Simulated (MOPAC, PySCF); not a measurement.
CH4B2O, SMILES `BBC=O` (H–B–B–C torsion 95°, B–B–C–O torsion 87°), neutral singlet in the gas phase. 

Cartesian coordinates (Å):
```xyz
8

B     -1.4322    -0.0513    -0.0403
B      0.0874    -0.3180    -0.5652
C      1.3707     0.3115     0.0966
O      1.9003    -0.2679     1.0229
H     -2.1157     0.8004    -0.5256
H     -1.9161    -0.6966     0.8391
H      0.3049    -1.0473    -1.4891
H      1.8008     1.2691    -0.2810
```
Charge 0, spin multiplicity 1.

All levels are single points at this geometry (B3LYP-D3(BJ)/def2-TZVP); Pople sets use spherical d functions. Orbital energies aren't observables, and empty levels follow the basis.

| level | HOMO (eV) | LUMO (eV) | gap (eV) | dipole (D) | vertical IE, Delta-SCF (eV) |
|---|---|---|---|---|---|
| B3LYP-D3(BJ)/def2-TZVP in PySCF | -7.03 | -2.38 | 4.65 | 2.47 | 9.62 |
| PBE-D3(BJ)/def2-TZVP in PySCF | -5.82 | -3.11 | 2.71 | 2.17 | 9.39 |
| B3LYP/3-21G in PySCF | -6.51 | -2.05 | 4.46 | 2.05 | – |
| B3LYP/6-31G* in PySCF | -6.67 | -1.96 | 4.71 | 2.26 | 9.41 |
| M06-2X/6-31G* in PySCF | -8.42 | -0.82 | 7.60 | 2.43 | – |
| PBE/6-31G* in PySCF | -5.46 | -2.73 | 2.73 | 1.95 | 9.19 |
| SVWN5/6-31G* in PySCF | -5.57 | -2.98 | 2.60 | 1.99 | 9.35 |
| HF/3-21G in PySCF | -10.76 | 1.80 | 12.56 | 2.81 | – |
| HF/6-31G* in PySCF | -10.86 | 2.02 | 12.88 | 2.92 | 8.40 |
| HF/STO-3G in PySCF | -8.44 | 6.11 | 14.55 | 1.69 | – |
| PM3 in MOPAC | -10.27 | -0.17 | 10.10 | 2.26 | – |
| PM6 in MOPAC | -9.57 | -0.92 | 8.66 | 2.97 | – |
| PM7 in MOPAC | -9.73 | -1.11 | 8.62 | 2.86 | – |
